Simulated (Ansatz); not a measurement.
HAlClO, SMILES `[OH][Al-][Cl]` (excited triplet; H–O–Al–Cl torsion 95°) (charge -1, multiplicity 3). This triplet is an excited state, 1.94 eV above the relaxed singlet at the level frozen-core CCSD(T)/aug-cc-pVTZ // PBE0-D3(BJ)/def2-TZVPD (Ansatz, a first-principles code).

All values below come from HSE06/aug-cc-pVTZ // PBE0-D3(BJ)/def2-TZVPD (Ansatz).

Ansatz 0.2 input:
```yaml
crystal:
  periodic: [false, false, false]
  atoms:
    - { symbol: O, position_ang: [-1.092327, 0.050861, 0.393966] }
    - { symbol: Al, position_ang: [0.382499, 0.787758, -0.237278] }
    - { symbol: Cl, position_ang: [2.242605, -0.375028, 0.125482] }
    - { symbol: H, position_ang: [-1.532778, -0.463591, -0.28217] }
basis:
  gaussian: { orbitals: aug-cc-pVTZ }
hamiltonian:
  xc: hse06
total_charge: -1
magnetization:
  spin_polarized: true
  initial_magnetization: 2
```

Output:

```
Functional definition: HSE06
1014 factors; their error is unknown
72 factors; integrals over basis functions are off by at most 2.9e-5 eV
mean field evaluation 1: about -21175.8232 eV, gradient 1.6e1 eV
mean field evaluation 2: about -21173.0393 eV, gradient 3.2e1 eV
mean field evaluation 4: about -21177.1546 eV, gradient 1.1e0 eV
mean field evaluation 8: about -21177.1671 eV, gradient 8.3e-2 eV
mean field evaluation 16: about -21177.2002 eV, gradient 3.3e-4 eV
mean field evaluation 32: about -21176.2882 eV, gradient 2.9e-1 eV
mean field -21177.20019724 eV, -778.2477528267 hartree, gradient 3.8e-5 eV, S^2 2.001654; 6 other end points of the search recorded, 0 dependent functions left out
reference -21177.20025332 eV, -778.2477548875 hartree; 21, 19 occupied and 148, 150 virtual orbitals, 1014 factors
Total energy: -21177.20025332 eV, -778.2477548875 hartree
```
